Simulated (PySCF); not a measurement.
Isomers of C4H14N2OSi2, mass 162.064 u with the commonest isotopes. Method used: PBE0/pcSseg-1 in PySCF (dipole) on a GFN2-xTB geometry, gas phase. One conformer each, none proved a minimum here; rigid rotors.

Question: Order these by rotational constant A, smallest first.
A. `[CH3:1][C@@H:2]1[CH2:3][NH:4][Si@@:5]([OH:6])([CH2:7][SiH3:8])[NH:9]1` with N4–Si5–O6–H -67°, N4–Si5–C7–Si8 167°, C1–C2–C3–N4 -157°, C2–C3–N4–Si5 26°, C3–N4–Si5–O6 108°, N4–Si5–N9–C2 -15°
B. `[CH3:1]/[N:2]=[CH:3]/[CH2:4][CH2:5][Si@@H:6]([NH2:7])[O:8][SiH3:9]` with N2–C3–C4–C5 123°, C3–C4–C5–Si6 66°, C4–C5–Si6–N7 -85°, C5–Si6–N7–H 170° and -52°, C5–Si6–O8–Si9 -41°
C. `[CH3:1][CH2:2][CH2:3][Si@H:4]1[NH:5][Si@@H:6]([O:7][CH3:8])[NH:9]1` with C1–C2–C3–Si4 178°, C2–C3–Si4–N5 77°, N5–Si6–O7–C8 -95°, C3–Si4–N5–Si6 127°, Si4–N5–Si6–O7 -121°, N5–Si6–N9–Si4 11°, C3–Si4–N9–Si6 -128°
D. `[CH2:1]=[CH:2][Si@@H:3]([O:4][SiH2:5][NH2:6])[N:7]([CH3:8])[CH3:9]` with C1–C2–Si3–O4 152°, C2–Si3–O4–Si5 43°, Si3–O4–Si5–N6 157°, O4–Si5–N6–H -39° and 180°, C2–Si3–N7–C8 -156°
E. `[CH2:1]=[N:2][C@@H:3]([CH3:4])[Si@:5]([CH3:6])([OH:7])[SiH2:8][NH2:9]` with C1–N2–C3–C4 -14°, N2–C3–Si5–C6 -78°, C3–Si5–O7–H 176°, C3–Si5–Si8–N9 -43°, Si5–Si8–N9–H 33° and 175°
F. `[CH3:1][O:2][Si@H:3]1[NH:4][Si@H:5]([CH:6]([CH3:7])[CH3:8])[NH:9]1` with C1–O2–Si3–N4 90°, N4–Si5–C6–C7 -168°
G. `[CH3:1][CH2:2][CH2:3][Si@@H:4]1[NH:5][CH2:6][Si@H:7]([OH:8])[NH:9]1` with C1–C2–C3–Si4 61°, C2–C3–Si4–N5 148°, C6–Si7–O8–H -58°, C3–Si4–N5–C6 -148°, Si4–N5–C6–Si7 25°, N5–C6–Si7–O8 113°, C6–Si7–N9–Si4 -11°

Answer: E (1294 MHz), B (1369 MHz), D (1601 MHz), A (2040 MHz), G (2133 MHz), C (3008 MHz), F (3609 MHz).

Question: Order these by rotational constant B, smallest first.
A. `[CH2:1]=[CH:2][Si@@H:3]([O:4][SiH2:5][NH2:6])[N:7]([CH3:8])[CH3:9]` with C1–C2–Si3–O4 152°, C2–Si3–O4–Si5 43°, Si3–O4–Si5–N6 157°, O4–Si5–N6–H -39° and 180°, C2–Si3–N7–C8 -156°
B. `[CH2:1]=[N:2][C@@H:3]([CH3:4])[Si@:5]([CH3:6])([OH:7])[SiH2:8][NH2:9]` with C1–N2–C3–C4 -14°, N2–C3–Si5–C6 -78°, C3–Si5–O7–H 176°, C3–Si5–Si8–N9 -43°, Si5–Si8–N9–H 33° and 175°
C. `[CH3:1][O:2][Si@H:3]1[NH:4][Si@H:5]([CH:6]([CH3:7])[CH3:8])[NH:9]1` with C1–O2–Si3–N4 90°, N4–Si5–C6–C7 -168°
D. `[CH3:1][C@@H:2]1[CH2:3][NH:4][Si@@:5]([OH:6])([CH2:7][SiH3:8])[NH:9]1` with N4–Si5–O6–H -67°, N4–Si5–C7–Si8 167°, C1–C2–C3–N4 -157°, C2–C3–N4–Si5 26°, C3–N4–Si5–O6 108°, N4–Si5–N9–C2 -15°
E. `[CH3:1][CH2:2][CH2:3][Si@H:4]1[NH:5][Si@@H:6]([O:7][CH3:8])[NH:9]1` with C1–C2–C3–Si4 178°, C2–C3–Si4–N5 77°, N5–Si6–O7–C8 -95°, C3–Si4–N5–Si6 127°, Si4–N5–Si6–O7 -121°, N5–Si6–N9–Si4 11°, C3–Si4–N9–Si6 -128°

Answer: E (478.6 MHz), C (544.2 MHz), D (679.3 MHz), A (735.7 MHz), B (980.0 MHz).

Question: Order these by dipole moment, largest first.
A. `[CH3:1][CH2:2][CH2:3][Si@H:4]1[NH:5][Si@@H:6]([O:7][CH3:8])[NH:9]1` with C1–C2–C3–Si4 178°, C2–C3–Si4–N5 77°, N5–Si6–O7–C8 -95°, C3–Si4–N5–Si6 127°, Si4–N5–Si6–O7 -121°, N5–Si6–N9–Si4 11°, C3–Si4–N9–Si6 -128°
B. `[CH3:1][O:2][Si@H:3]1[NH:4][Si@H:5]([CH:6]([CH3:7])[CH3:8])[NH:9]1` with C1–O2–Si3–N4 90°, N4–Si5–C6–C7 -168°
C. `[CH2:1]=[N:2][C@@H:3]([CH3:4])[Si@:5]([CH3:6])([OH:7])[SiH2:8][NH2:9]` with C1–N2–C3–C4 -14°, N2–C3–Si5–C6 -78°, C3–Si5–O7–H 176°, C3–Si5–Si8–N9 -43°, Si5–Si8–N9–H 33° and 175°
D. `[CH3:1][C@@H:2]1[CH2:3][NH:4][Si@@:5]([OH:6])([CH2:7][SiH3:8])[NH:9]1` with N4–Si5–O6–H -67°, N4–Si5–C7–Si8 167°, C1–C2–C3–N4 -157°, C2–C3–N4–Si5 26°, C3–N4–Si5–O6 108°, N4–Si5–N9–C2 -15°
E. `[CH2:1]=[CH:2][Si@@H:3]([O:4][SiH2:5][NH2:6])[N:7]([CH3:8])[CH3:9]` with C1–C2–Si3–O4 152°, C2–Si3–O4–Si5 43°, Si3–O4–Si5–N6 157°, O4–Si5–N6–H -39° and 180°, C2–Si3–N7–C8 -156°

Answer: D (2.00 D), E (1.62 D), C (1.41 D), B (1.27 D), A (1.04 D).

```json
{"SMILES": "C[C@@H]1CN[Si@@](O)(C[SiH3])N1", "point group": "C1", "Ia (u·Å²)": "247.68", "Ib (u·Å²)": "743.92", "Ic (u·Å²)": "820.13", "κ": "-0.91", "μa (D)": "1.99", "μb (D)": "0.19", "μc (D)": "0.08"}
{"SMILES": "C=C[Si@@H](O[SiH2]N)N(C)C", "point group": "C1", "Ia (u·Å²)": "315.71", "Ib (u·Å²)": "686.95", "Ic (u·Å²)": "924.33", "κ": "-0.64", "μa (D)": "0.08", "μb (D)": "1.33", "μc (D)": "0.91"}
{"SMILES": "C=N[C@@H](C)[Si@](C)(O)[SiH2]N", "point group": "C1", "Ia (u·Å²)": "390.65", "Ib (u·Å²)": "515.71", "Ic (u·Å²)": "718.08", "κ": "-0.06", "μa (D)": "1.06", "μb (D)": "0.43", "μc (D)": "0.83"}
{"SMILES": "CCC[Si@@H]1NC[Si@H](O)N1", "point group": "C1", "Ia (u·Å²)": "236.97", "Ib (u·Å²)": "754.77", "Ic (u·Å²)": "875.78", "κ": "-0.88", "μa (D)": "1.19", "μb (D)": "0.72", "μc (D)": "1.03"}
{"SMILES": "CCC[Si@H]1N[Si@@H](OC)N1", "point group": "C1", "Ia (u·Å²)": "167.99", "Ib (u·Å²)": "1055.93", "Ic (u·Å²)": "1106.92", "κ": "-0.98", "μa (D)": "0.55", "μb (D)": "0.28", "μc (D)": "0.83"}
{"SMILES": "C/N=C/CC[Si@@H](N)O[SiH3]", "point group": "C1", "Ia (u·Å²)": "369.03", "Ib (u·Å²)": "752.46", "Ic (u·Å²)": "874.10", "κ": "-0.76", "μa (D)": "0.69", "μb (D)": "0.79", "μc (D)": "1.68"}
{"SMILES": "CO[Si@H]1N[Si@H](C(C)C)N1", "point group": "C1", "Ia (u·Å²)": "140.03", "Ib (u·Å²)": "928.68", "Ic (u·Å²)": "1000.11", "κ": "-0.97", "μa (D)": "0.51", "μb (D)": "0.80", "μc (D)": "0.84"}
```
